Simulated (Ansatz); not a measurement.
Reaction (ligand exchange at a Cd–C bond): `[CH3][Cd][F]` + CH₃SH → `C[S][Cd][F]` + CH₄

Calculated with Ansatz (gas phase, PBE0-D4/def2-TZVP geometries, no zero-point term in ΔE). CBS: MP2 limit from def2 TZ/QZ plus the TZ coupled-cluster correction, frozen cores. This one scheme is used for every species. Functionals use def2-TZVPP. HSE06 is defined as in plane-wave codes. Elements past krypton have def2 core potentials. For Cd outer-core shells are correlated without core-valence functions, which leaves a few kJ/mol of doubt a bond. Each species was taken in one conformer, which may not be the lowest.

`[CH3][Cd][F]`:

```xyz
6

C    -0.508   -0.550   -0.369
Cd    0.758    0.820    0.550
F     1.943    2.103    1.410
H    -0.147   -0.765   -1.375
H    -0.531   -1.473    0.210
H    -1.514   -0.136   -0.428
```

CH₃SH:

```xyz
6

C    -0.085   -0.345    0.339
S    -0.541    0.828   -0.956
H     0.592   -1.112   -0.036
H    -1.012   -0.825    0.654
H     0.354    0.159    1.199
H     0.693    1.295   -1.199
```

`C[S][Cd][F]`:

Cartesian coordinates in Å:
```
C -0.226 -1.176 0.264
S -0.082 -0.262 -1.305
Cd 0.361 1.895 -0.605
F 0.734 3.719 -0.050
H -1.047 -0.807 0.878
H -0.442 -2.208 -0.015
H 0.702 -1.161 0.833
```

CH₄:

Z-matrix (Å, degrees):
```
C
H 1 1.090
H 1 1.090 2 109.5
H 1 1.090 2 109.5 3 -120.0
H 1 1.090 2 109.5 3 120.0
```

(1) Is it downhill or uphill in electronic energy at CCSD(T)/CBS, and by how much? (An estimate is asked.)

(2) What do these levels give: PBE0-D4, r2SCAN0-D4, HSE06-D4, BHLYP-D4, ωB97M-V, PBE-QIDH, r2SCANh, BHLYP, CAM-B3LYP, RPA@PBE/def2-TZVPP, SCS-MP2/def2-TZVPP, SCS-MP2/def2-QZVPP? (Best estimate.)

Largest T1 diagnostic among the species: 0.015.

Results:

(1) Ansatz gave: Downhill: ΔE = -88.9 kJ/mol.

(2) The calculation gave: PBE0-D4 -88.7, r2SCAN0-D4 -91.2, HSE06-D4 -88.9, BHLYP-D4 -94.7, ωB97M-V -86.2, PBE-QIDH -87.4, r2SCANh -89.6, BHLYP -90.8, CAM-B3LYP -83.7, RPA@PBE/def2-TZVPP -74.0, SCS-MP2/def2-TZVPP -80.3, SCS-MP2/def2-QZVPP -85.5 kJ/mol.

From BLYP to BHLYP (50 % exact exchange), in def2-TZVPP and without D4, ΔE moves by −7.7 kJ/mol. In def2-TZVPP, CCSD(T) changes the Hartree–Fock value by +21.8 kJ/mol (the triples alone add +1.0 kJ/mol) and MP2 by +22.9 kJ/mol. Leaving LDA and LC-ωPBE aside and taking each functional with its dispersion term where it has one, the values, not all of them listed here, spread over 9.7 kJ/mol, from BHLYP-D4 to B2PLYP. LDA lies +5.9 kJ/mol from PBE without D4.
